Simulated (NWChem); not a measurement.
System: SnH2SO, singlet; SMILES [OH][Sn][SH]

```xyz
5

Sn    -0.3360    -0.4805     0.0000
O      1.5596    -1.1003     0.0000
H      2.2320    -0.4079     0.0000
S      0.1995     1.9332     0.0000
H     -1.1008     2.3022     0.0000
```
Atoms are numbered in this order, from 1.

All runs: NWChem. Low-valent species are run as closed-shell singlets; no triplet was tried in these runs. Structure relaxed at the PBE0/def2-SVP level. Not confirmed as a minimum by frequencies. def2 effective core potentials on Sn; no spin-orbit coupling. Ions are spin-unrestricted doublets at the neutral geometry; other ion states weren't tried.

What does the run give for PBE/def2-SVP? Quantities: −ε(HOMO) (eV).


```json
{
  "−ε(HOMO) (eV)": "6.06"
}
```
